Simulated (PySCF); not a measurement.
## Cobalt: a sound run and one with changed settings

Sound run: Co⁺ [Ar] 3d8, Co²⁺ [Ar] 3d7. Calculation: PySCF 2.14, in def2-TZVP (6s4p4d1f, 45 functions); no relativity, point nucleus. In the sound run the correlated levels freeze [Ar]. The sound run starts from symmetry-adapted Hartree-Fock orbitals and uses a fine grid where one is needed.

A second run was set up differently.

```tsv
species	method	sound run (hartree)	changed run (hartree)	converged
Co⁺	UHF	-1381.10725	-1364.93075	yes
Co⁺	MN15	-1382.59723	-1364.11532	yes
Co⁺	LDA	-1379.85638	-1363.20079	yes
Co⁺	MP2	-1381.33720	-1364.92939	yes
Co²⁺	UHF	-1380.57925	-1365.36838	yes
Co²⁺	MN15	-1381.93764	-1364.44135	yes
Co²⁺	LDA	-1379.17791	-1363.54239	yes
Co²⁺	MP2	-1380.72372	-1365.36885	yes
```

Ionisation energy of Co⁺:

```
 method  sound run (eV)  changed run (eV)
    UHF          14.368           -11.909
   MN15          17.948            -8.872
    LDA          18.462            -9.295
    MP2          16.694           -11.958
SCS-MP2          16.575           -11.957
```

(1) What was changed?
A. level shift left on
B. too few SCF iterations
C. minimal basis
D. basis contracted for another Hamiltonian

## Answers

(1) C. It used basis STO-3G. A minimal basis cannot let orbitals breathe on ionisation and holds almost no correlation. A negative ionisation energy or a positive MP2 energy shows that the occupation asked for is not the lowest one in this basis.
